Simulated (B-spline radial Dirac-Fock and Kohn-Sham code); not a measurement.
**Core-level shifts of lead with charge state**

The computed values come from a radial atomic solver: Dirac-Fock energy differences between relaxed states, corrected for Breit and QED terms. Each ion is free and in its tabulated ground configuration. Correlation energy is missing from these numbers.

Reference: Pb⁶⁹⁺, [Ne] 3s2 3p1, with K 94317.7 eV, L1 21830.9 eV. Shifts from it, in eV (a dash: the subshell is empty, belongs to an open shell averaged over j, or its hole state is left out as unreliable):

```csv
ion,configuration,K,L1
Pb⁷⁰⁺,[Ne] 3s2,?,?
Pb⁷¹⁺,[Ne] 3s1,–,–
Pb⁷²⁺,[He] 2s2 2p6,+696.5,+571.5
Pb⁷³⁺,[He] 2s2 2p5,+1249.9,+922.3
Pb⁷⁴⁺,[He] 2s2 2p4,+1808.8,+1275.9
Pb⁷⁵⁺,[He] 2s2 2p3,+2373.1,+1632.2
```

Question: Give the missing shifts for Pb⁷⁰⁺.

Answer: K +236.2, L1 +196.6 (eV).
